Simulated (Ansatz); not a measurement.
This geometry of BH9SSi3 (14 atoms, charge 0, multiplicity 1) is a first-order saddle point.

Level of theory: RKS BLYP/def2-SVP in Ansatz.

```xyz
14
Properties=species:S:1:pos:R:3
B -0.764 2.321 1.154
S -0.964 0.832 2.238
Si -1.587 -0.537 0.636
Si 0.271 -1.696 -0.285
Si 1.893 -0.268 -1.263
H 0.312 2.565 0.652
H -1.706 3.063 0.980
H -2.542 -1.489 1.296
H -2.331 0.223 -0.428
H -0.236 -2.661 -1.327
H 0.905 -2.501 0.816
H 1.279 0.505 -2.395
H 2.423 0.697 -0.245
H 3.034 -1.084 -1.800
```

Task: Which two structures does it join? (They come from a converged band through this point; their orientation in space is the band's.)

Result: No bond is made or broken. The dihedral H6–B1–S2–Si3 goes from 0 to -180°.

Image 0:

```xyz
14
Properties=species:S:1:pos:R:3
B -0.613 2.293 1.224
S -1.219 0.875 2.140
Si -1.689 -0.594 0.543
Si 0.277 -1.670 -0.239
Si 1.819 -0.210 -1.295
H -0.544 2.297 0.016
H -0.283 3.248 1.888
H -2.610 -1.591 1.185
H -2.423 0.101 -0.566
H -0.136 -2.741 -1.215
H 0.936 -2.344 0.933
H 1.171 0.465 -2.469
H 2.298 0.838 -0.333
H 3.004 -0.996 -1.781
```

Image 6:

```xyz
14
Properties=species:S:1:pos:R:3
B -0.609 2.293 1.195
S -1.208 0.885 2.133
Si -1.688 -0.600 0.555
Si 0.273 -1.674 -0.243
Si 1.819 -0.202 -1.276
H -0.275 3.256 1.844
H -0.549 2.283 -0.014
H -2.599 -1.595 1.214
H -2.436 0.082 -0.553
H -0.147 -2.728 -1.234
H 0.931 -2.368 0.918
H 1.168 0.509 -2.428
H 2.316 0.816 -0.292
H 2.992 -0.986 -1.791
```

Task: How far does it lie above each of them?

Result: 0.68 eV above the first and 0.68 eV above the second. This is the barrier of this one path; another mechanism may lie lower.

Run time: 2.7 min on 2 threads of Intel(R) Xeon(R) 6975P-C (Granite Rapids) (shared host), peak memory 0.2 GiB.
